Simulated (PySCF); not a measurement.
C₇H₁₄OSi.
Geometry (PBE0-D3(BJ)/def2-SVP, Å), atoms numbered from 1 in this order:
```
atom  x, y, z in Å
C1    -1.9421   -0.7073   -0.4324
C2    -1.2771    0.6384   -0.2145
C3    -2.1620    1.6170    0.5373
O4    -0.0829    0.4291    0.5173
Si5    1.3887    1.1143    0.1346
C6     2.6753    0.5024    1.3677
C7     3.5392   -0.3886    0.5133
C8     3.3075   -0.4612   -0.8066
C9     2.1910    0.3555   -1.4055
H10   -2.1684   -1.1735    0.5389
H11   -2.8799   -0.6008   -0.9983
H12   -1.2730   -1.3824   -0.9858
H13   -1.0405    1.0730   -1.2084
H14   -3.0995    1.8058   -0.0075
H15   -1.6456    2.5782    0.6794
H16   -2.4087    1.2112    1.5306
H17    1.2333    2.6019    0.0437
H18    3.2589    1.3197    1.8266
H19    2.2052   -0.0486    2.2002
H20    4.3465   -0.9699    0.9730
H21    3.9212   -1.1035   -1.4486
H22    2.5776    1.1151   -2.1081
H23    1.4916   -0.2705   -1.9874
```

Method used: PySCF 2.14.0, PBE0-D3(BJ)/def2-SVP geometry optimisation, gas phase.

Take the most abundant isotopes and a rigid rotor. The values belong to one conformer with, in the numbering `[CH3:1][CH:2]([CH3:3])[O:4][SiH:5]1[CH2:6][CH:7]=[CH:8][CH2:9]1`, C1–C2–O4–Si5 134°, C2–O4–Si5–C6 -178°.

Question: What are A, B and C (MHz)?

Answer: Ia = 176.41, Ib = 665.17, Ic = 719.04 u·Å²; 505379 MHz·u·Å²/I gives A = 2865, B = 759.8, C = 702.9 MHz.

Question: What kind of rotor is it?

Answer: A near-prolate asymmetric top; Ray's κ = -0.947.

Question: Is it planar, by Δ = Ic − Ia − Ib?

Answer: Not planar: Δ = Ic − Ia − Ib = -122.54 u·Å². For a rigid frame Δ = −2 Σ m c², so Σ m c² = 61.27 u·Å² lies off the ab plane: 20.01 from hydrogen and 41.27 from heavier atoms. The atom farthest from that plane is 2.01 Å away.

Question: Give the other two planar moments, Paa and Pbb, and the rms extents of the mass along the axes.

Answer: Paa = Σ m a² = (Ib + Ic − Ia)/2 = 603.90 and Pbb = Σ m b² = (Ia + Ic − Ib)/2 = 115.14 u·Å². With the mass M = 142.08 u, the rms extents √(P/M) along a, b and c are 2.06, 0.90, 0.66 Å.

Question: List the rotational levels J(Ka,Kc) to J = 2 (MHz).

Answer: Above 0(0,0):
J = 1: 1(0,1) 1463, 1(1,1) 3568, 1(1,0) 3625
J = 2: 2(0,2) 4387, 2(1,2) 6436, 2(1,1) 6607, 2(2,1) 12922, 2(2,0) 12923

Question: Predict some low-J microwave lines.

Answer: The dipole components are |μa| = 0.44 D, |μb| = 0.42 D, |μc| = 0.62 D. Intensities carry the squares of the components, which stand as 0.49 : 0.47 : 1.00 (a : b : c). Some lines, for components of 0.1 D or more:

| type | branch | J(Ka,Kc) | MHz | lower level (cm⁻¹) |
| --- | --- | --- | --- | --- |
| a | R | 1(0,1) ← 0(0,0) | 1463 | 0.000 |
| c | Q | 2(1,2) ← 2(0,2) | 2049 | 0.146 |
| c | Q | 1(1,1) ← 1(0,1) | 2105 | 0.049 |
| b | Q | 2(1,1) ← 2(0,2) | 2220 | 0.146 |
| a | R | 2(1,2) ← 1(1,1) | 2868 | 0.119 |
| a | R | 2(0,2) ← 1(0,1) | 2924 | 0.049 |
| b | R | 1(1,1) ← 0(0,0) | 3568 | 0.000 |
| c | Q | 2(2,1) ← 2(1,1) | 6315 | 0.220 |
| b | R | 2(2,1) ← 1(1,0) | 9297 | 0.121 |
| c | R | 2(2,1) ← 1(1,1) | 9354 | 0.119 |

Question: Estimate the classical rotational partition function at 25 K, 50 K and 200 K.

Answer: Point group C1, symmetry number σ = 1; q = (√π/σ)·√((kT/h)³/(ABC)), k/h = 20836.6 MHz/K: 17000 at 25 K, 48200 at 50 K, 386000 at 200 K.

No frequency check. No vibrational averaging or centrifugal distortion is included, and the geometry carries the error of its method. A rigid rotor knows nothing of internal rotation, which can split or shift real lines.

Hardware: one thread, Arm Neoverse V1, shared host. Cost: 4.8 min. This is the geometry optimisation.
